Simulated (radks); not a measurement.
Spherical quantum dot in the effective-mass picture: electrons in a parabolic well V = omega^2 r^2 / 2 with omega = 0.919, all in effective atomic units (hartree* = m*/eps^2 hartree, bohr* = eps/m* bohr), one dielectric constant everywhere. Calculated with a radial shooting solver with Libxc functionals: non-relativistic Kohn-Sham, PBE, spin-polarised, spherical densities. Levels are named by radial order and angular momentum (1s, 1p, 1d, 2s, ...), and open shells are averaged over m.

N = 30, configuration 1s2 1p6 1d10 2s2 1f(up 7, down 3). This is the lowest configuration that the search found. Occupied and some empty levels:

level    occupation  eigenvalue (hartree*)  <r> (bohr*)
1s up             1                 12.862        1.901
1s down           1                 12.878        1.867
1p up             3                 13.219        2.381
1p down           3                 13.247        2.359
1d up             5                 13.622        2.703
1d down           5                 13.658        2.691
2s up             1                 13.709        2.304
2s down           1                 13.734        2.318
1f up             7                 14.072        2.947
1f down           3                 14.111        2.942
2p up             0                 14.230        2.557
2p down           0                 14.253        2.565
1g up             0                 14.565        3.148
1g down           0                 14.606        3.149
2d up             0                 14.782        2.808
2d down           0                 14.806        2.812

Energy (hartree*): total 260.500, kinetic 24.898, external 95.428, Hartree 153.29, exchange-correlation -13.113.

Electron density:

r (bohr*)  n(r) (e/bohr*^3)
0.110                0.2392
0.386                0.2248
0.661                0.2005
0.937                0.1770
1.21                 0.1641
1.49                 0.1660
1.76                 0.1792
2.04                 0.1938
2.32                 0.1985
2.59                 0.1853
2.87                 0.1540
3.14                 0.1115
3.42                0.06913
3.70                0.03623
3.97                0.01603
4.25               0.006010
4.52               0.001904
4.80              0.0005066
5.08              0.0001142
5.35             0.00002146
